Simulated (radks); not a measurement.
Task: The mean radii <r> (bohr) of the occupied orbitals of an atom or ion are listed with their occupations. Method: scalar-relativistic Kohn-Sham, PBEsol, spin-unpolarised, spherical densities, point nucleus; computed with a radial shooting solver on a logarithmic mesh with Libxc functionals.

orbital  occ.      <r>
1s          2  0.04552
2s          2   0.2029
2p          6   0.1773
3s          2   0.5986
3p          6   0.6172
3d         10   0.6755
4p          5    2.421

Name the element and its charge.

Result: Z = 33, arsenic, charge 0: As in [Ar] 3d10 4p5. The 1s radius gives Z: for a bare nucleus <r> = (2 gamma + 1)/(2Z) with gamma = sqrt(1 - (Z/c)^2), 0.04456 bohr for Z = 33, and screening makes it slightly larger (0.04552 here). The occupations add up to 33, and the charge is Z minus that.
